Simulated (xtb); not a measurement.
xtb input:

```bash
xtb mol.xyz --gfn 2 --sp --chrg -1 --uhf 0
```
mol.xyz:
```
4

Si     0.01691740    -0.03500288     1.02319189
Br     2.09396033    -0.27956721    -0.18080782
Br    -0.80307311     1.96148655    -0.05624309
Br    -1.29765418    -1.66791818    -0.17222584
```

Predict the final energy.

-14.33946 Eh (GFN2-xTB).

It need not be the lowest isomer of its formula. Whether it binds its extra electron was not tested at this geometry.
